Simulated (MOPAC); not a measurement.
MOPAC input (MNDO):

```
MNDO PRECISE GNORM=0.05 LET XYZ CHARGE=-1 GEO-OK AUX(PRECISION=9) THREADS=1
H3B2

B    -0.23132100 1   -0.00707100 1    0.79386900 1
B     0.19449800 1    0.00594500 1   -0.66749800 1
H    -0.56449000 1   -0.01725500 1    1.93727300 1
H     0.34513600 1    1.04103300 1   -1.28389100 1
H     0.40346600 1   -1.01814900 1   -1.28523600 1
```

From the output:

```
                                                       MOPAC v23.2.5 Linux

          FINAL HEAT OF FORMATION =         38.05479 KCAL/MOL =     159.22125 KJ/MOL

          COSMO AREA              =         73.40 SQUARE ANGSTROMS
          COSMO VOLUME            =         55.86 CUBIC ANGSTROMS

          GRADIENT NORM           =          0.00149          =       0.00067 PER ATOM
          IONIZATION POTENTIAL    =          1.531818 EV
          HOMO LUMO ENERGIES (EV) =         -1.532  7.697
          NO. OF FILLED LEVELS    =          5
          MOLECULAR WEIGHT        =         24.6437         POINT GROUP:  C2v

          MOLECULAR DIMENSIONS (Angstroms)

            Atom       Atom       Distance
            H     4    H     3     3.26915
            H     5    H     3     1.87648
            B     2    B     1     0.00001

          SCF CALCULATIONS        =         14

   ATOM   CHEMICAL          X               Y               Z
  NUMBER   SYMBOL      (ANGSTROMS)     (ANGSTROMS)     (ANGSTROMS)

     1       B         -0.20571025  *  -0.00628690  *   0.70596748  *
     2       B          0.17441788  *   0.00533237  *  -0.59857708  *
     3       H         -0.52607310  *  -0.01608549  *   1.80544170  *
     4       H          0.31817880  *   0.99403212  *  -1.18692742  *
     5       H          0.37389381  *  -0.97287918  *  -1.18820786  *

                             CARTESIAN COORDINATES

   1    B       -0.205710253    -0.006286904     0.705967485
   2    B        0.174417875     0.005332371    -0.598577076
   3    H       -0.526073098    -0.016085490     1.805441695
   4    H        0.318178797     0.994032125    -1.186927421
   5    H        0.373893812    -0.972879179    -1.188207865

           Empirical Formula: H3 B2  =     5 atoms

      MOLECULAR POINT GROUP   :   C2v

                  EIGENVALUES
 -17.24134 -11.23109  -6.81312  -6.12212  -1.53182   7.69715   9.05309  11.02600
  11.42191  13.76945  15.03070

              NET ATOMIC CHARGES AND DIPOLE CONTRIBUTIONS

  ATOM NO.   TYPE          CHARGE      No. of ELECS.   s-Pop       p-Pop
    1          B          -0.267005        3.2670     1.27975     1.98726
    2          B          -0.686455        3.6865     1.13504     2.55141
    3          H          -0.047743        1.0477     1.04774
    4          H           0.000601        0.9994     0.99940
    5          H           0.000601        0.9994     0.99940
 DIPOLE           X         Y         Z       TOTAL
 POINT-CHG.    -0.222    -0.007     0.762     0.793
 HYBRID        -0.093    -0.003     0.318     0.331
 SUM           -0.315    -0.010     1.080     1.125

          ATOMIC ORBITAL ELECTRON POPULATIONS

     Atom    s        px        py        pz
    1  B   1.27975   1.02714   0.14813   0.81198
    2  B   1.13504   0.93965   0.80493   0.80683
    3  H   1.04774
    4  H   0.99940
    5  H   0.99940

 **********************
 *                    *
 * JOB ENDED NORMALLY *
 *                    *
 **********************

 == MOPAC DONE ==
```

The dipole moment of an ion depends on the origin.

The geometry given is a B3LYP-D3(BJ)/def2-TZVP minimum.
